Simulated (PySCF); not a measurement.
C₂H₆Zn, charge +1, doublet, geometry from GFN2-xTB (such geometries of metal compounds can be far from the true shape) (a state made from the parent by changing its charge; the spin is typed, not shown lowest), with bond 7-6 at 1.4 times its length; CASCI(5,4)+NEVPT2/6-31G in PySCF.

PySCF was given this input:
```python
from pyscf import gto, scf, mcscf, mrpt
import numpy

mol = gto.M(
    atom='''
Zn   -0.00000000   -0.00000000   -0.00000000
C     1.60015232    0.21914416   -1.30197717
H     2.23715632   -0.64624115   -1.13958524
H     2.08194561    1.15375871   -1.02737230
H     1.17095013    0.24435639   -2.30006876
C    -1.60015232   -0.21914416    1.30197717
H    -2.27466293   -1.52760453    0.91753035
H    -2.23715632    0.64624115    1.13958524
H    -1.17095013   -0.24435639    2.30006876
''',
    basis='6-31g',
    charge=1,
    spin=1,
    verbose=4,
)

mf = scf.ROHF(mol)
mf.kernel()
mc = mcscf.CASCI(mf, 4, 5)
mc.fix_spin_(ss=0.75)
mc.kernel()
occ = numpy.linalg.eigvalsh(mc.fcisolver.make_rdm1(mc.ci, mc.ncas, mc.nelecas))[::-1]
ss = mc.fcisolver.spin_square(mc.ci, mc.ncas, mc.nelecas)[0]
print('natural occupations', occ.round(4), ' <S^2>', round(ss, 4))
e2 = mrpt.NEVPT(mc).kernel()
print('E(NEVPT2) = %.10f' % (mc.e_tot + e2))
```

Predict the main parts of the log of this PySCF run.


```
PySCF version 2.14.0

[INPUT] verbose = 4
[INPUT] num. atoms = 9
[INPUT] num. electrons = 47
[INPUT] charge = 1
[INPUT] spin (= nelec alpha-beta = 2S) = 1
[INPUT] symmetry False subgroup None
[INPUT] Mole.unit = angstrom
[INPUT] Symbol           X                Y                Z      unit          X                Y                Z       unit  Magmom
[...]
nuclear repulsion = 155.965553972245
number of shells = 33
number of NR pGTOs = 158
number of NR cGTOs = 57
basis = 6-31g
ecp = {}

******** <class 'pyscf.scf.rohf.ROHF'> ********
method = ROHF
initial guess = minao
damping factor = 0
level_shift factor = 0
DIIS = <class 'pyscf.scf.diis.CDIIS'>
diis_start_cycle = 1
diis_space = 8
diis_damp = 0
SCF conv_tol = 1e-09
SCF conv_tol_grad = None
SCF max_cycles = 50
direct_scf = True
direct_scf_tol = 1e-13
num. doubly occ = 23  num. singly occ = 1
Set gradient conv threshold to 3.16228e-05
init E= -1855.9648341765
[...]
cycle= 1 E= -1856.2524254191  delta_E= -0.288  |g|= 0.314  |ddm|=  1.5
[...]
cycle= 2 E= -1856.2905734498  delta_E= -0.0381  |g|= 0.163  |ddm|= 0.415
[...]
cycle= 3 E= -1856.29800070167  delta_E= -0.00743  |g|= 0.0549  |ddm|= 0.124
[...]
cycle= 4 E= -1856.2989565229  delta_E= -0.000956  |g|= 0.028  |ddm|= 0.0627
[...]
cycle= 5 E= -1856.29943109325  delta_E= -0.000475  |g|= 0.00924  |ddm|= 0.0301
[...]
cycle= 6 E= -1856.29963371336  delta_E= -0.000203  |g|= 0.00993  |ddm|= 0.0176
[...]
cycle= 7 E= -1856.29974795335  delta_E= -0.000114  |g|= 0.0109  |ddm|= 0.00887
[...]
cycle= 8 E= -1856.29907275353  delta_E= 0.000675  |g|= 0.00325  |ddm|= 0.0866
[...]
cycle= 9 E= -1856.29906557338  delta_E= 7.18e-06  |g|= 0.00102  |ddm|= 0.0129
[...]
cycle= 10 E= -1856.29906667355  delta_E= -1.1e-06  |g|= 0.000283  |ddm|= 0.00284
[...]
cycle= 11 E= -1856.29906659364  delta_E= 7.99e-08  |g|= 7.51e-05  |ddm|= 0.00145
[...]
cycle= 12 E= -1856.29906659847  delta_E= -4.83e-09  |g|= 1.76e-05  |ddm|= 0.000239
[...]
cycle= 13 E= -1856.29906659838  delta_E= 9.07e-11  |g|= 3.46e-06  |ddm|= 6.7e-05
[...]
Extra cycle  E= -1856.29906659839  delta_E= -1.41e-11  |g|= 1.71e-06  |ddm|= 4.55e-06
converged SCF energy = -1856.29906659839

******** <class 'pyscf.mcscf.casci.CASCI'> ********
CAS (3e+2e, 4o), ncore = 21, nvir = 32
natorb = False
canonicalization = True
sorting_mo_energy = False
******** <class 'pyscf.fci.addons.SpinPenaltyFCISolver'> ********
max. cycles = 200
conv_tol = 1e-08
davidson only = True
linear dependence = 1e-12
level shift = 0.001
max iter space = 12
nroots = 1
pspace_size = 400
spin = None
Density matrix diagonal elements [1.99923019 1.98556084 1.0001624  0.01504657]
CASCI converged
CASCI E = -1856.30392981430  E(CI) = -5.89548947743674  S^2 = 0.7500000
natural occupations [1.9994 1.9867 1.0002 0.0138]  <S^2> 0.75

******** <class 'pyscf.mrpt.nevpt2.NEVPT'> ********
NEVPT2 (3e+2e, 4o), ncore = 21, nvir = 32
root = 0
Natural occ [1.99935051 1.98666697 1.00015863 0.01382389]
Natural orbital (expansion on meta-Lowdin AOs) in CAS space
               #1        #2        #3        #4
0 Zn 1s          0.00007   0.00046   0.00001  -0.00005
0 Zn 2s          0.00025   0.00175   0.00002  -0.00012
0 Zn 3s         -0.00086  -0.00690  -0.00008  -0.00029
0 Zn 4s          0.11603   0.65528   0.01394  -0.27658
0 Zn 5s          0.00347   0.04324  -0.00167   0.22994
0 Zn 2px         0.00005  -0.00001  -0.00040   0.00008
0 Zn 2py         0.00006  -0.00002  -0.00005   0.00029
0 Zn 2pz        -0.00000  -0.00001   0.00033   0.00015
0 Zn 3px        -0.00039   0.00005   0.00366  -0.00046
0 Zn 3py        -0.00036   0.00011   0.00048  -0.00116
0 Zn 3pz         0.00008   0.00004  -0.00300  -0.00047
0 Zn 4px         0.02510  -0.01039  -0.10372   0.15866
0 Zn 4py         0.03587  -0.03037  -0.01061   0.67307
0 Zn 4pz         0.00447  -0.01376   0.08715   0.37077
0 Zn 5px        -0.00371  -0.00100   0.07174   0.01485
0 Zn 5py        -0.00546  -0.00286   0.00874   0.15446
0 Zn 5pz        -0.00078  -0.00128  -0.05921   0.10490
0 Zn 3dxy        0.04953   0.00763   0.00226   0.01041
0 Zn 3dyz       -0.03299  -0.00698  -0.00138  -0.00915
0 Zn 3dz^2      -0.02844   0.01035  -0.00139   0.00394
0 Zn 3dxz       -0.01310  -0.07075  -0.00013  -0.04930
0 Zn 3dx2-y2     0.01966   0.04167   0.00056   0.03090
0 Zn 4dxy       -0.00400  -0.00117  -0.00076  -0.00326
0 Zn 4dyz        0.00266   0.00114   0.00055   0.00312
0 Zn 4dz^2       0.00195  -0.00212   0.00037  -0.00060
0 Zn 4dxz        0.00265   0.01333   0.00054   0.01260
0 Zn 4dx2-y2    -0.00245  -0.00778  -0.00051  -0.00830
1 C 1s           0.00001  -0.00001  -0.00019   0.00001
1 C 2s           0.00821  -0.02250  -0.14845  -0.11016
1 C 3s           0.00434  -0.01332  -0.05895  -0.03937
1 C 2px          0.00710   0.37830   0.51703   0.13191
1 C 2py         -0.01513   0.05133   0.07007   0.03301
1 C 2pz         -0.01813  -0.30818  -0.42125  -0.09586
1 C 3px         -0.00365   0.01088   0.05932   0.06815
1 C 3py          0.00426  -0.00199   0.00805   0.10782
1 C 3pz          0.00662  -0.01152  -0.04832   0.02013
2 H 1s           0.01644   0.08460   0.06048   0.04626
2 H 2s           0.00078   0.00136  -0.01967  -0.01376
3 H 1s          -0.00894   0.08656   0.05903   0.01341
3 H 2s           0.00485  -0.00131  -0.01978   0.06390
4 H 1s           0.01644   0.08460   0.06048   0.04626
4 H 2s           0.00078   0.00136  -0.01967  -0.01376
5 C 1s          -0.00031   0.00005   0.00021  -0.00005
5 C 2s          -0.13487   0.00259   0.14344  -0.17990
5 C 3s          -0.03069  -0.00554   0.05500  -0.03517
5 C 2px          0.10787  -0.40074   0.50740  -0.06541
5 C 2py          0.62019  -0.11539   0.08530   0.08303
5 C 2pz          0.37685   0.27963  -0.40071   0.12381
5 C 3px          0.00848  -0.01598   0.06047   0.00954
5 C 3py          0.01984  -0.01735   0.01626   0.11173
5 C 3pz          0.00744   0.00136  -0.04308   0.07699
6 H 1s          -0.59216   0.17746  -0.13137   0.23725
6 H 2s          -0.00679   0.01330   0.00282   0.03406
7 H 1s           0.18548   0.07880  -0.05860   0.05646
7 H 2s          -0.01917   0.00107   0.01857   0.05769
8 H 1s           0.18548   0.07880  -0.05860   0.05646
8 H 2s          -0.01917   0.00107   0.01857   0.05769
<CAS-nat-orb|mo-hf>  22     22       0.99571056
<CAS-nat-orb|mo-hf>  23     23       0.99539444
<CAS-nat-orb|mo-hf>  24     24       0.99995055
<CAS-nat-orb|mo-hf>  25     25       0.99967872
Sr    (-1)',   E = -0.02154061376369
Si    (+1)',   E = -0.00082388776772
Sijrs (0)  ,   E = -0.31307555967759
Sijr  (+1) ,   E = -0.01054358580827
Srsi  (-1) ,   E = -0.06118455745287
Srs   (-2) ,   E = -0.02782512545276
Sij   (+2) ,   E = -0.00015754725973
Sir   (0)' ,   E = -0.01779633219244
Nevpt2 Energy = -0.452947209375069
E(NEVPT2) = -1856.7568770237
```
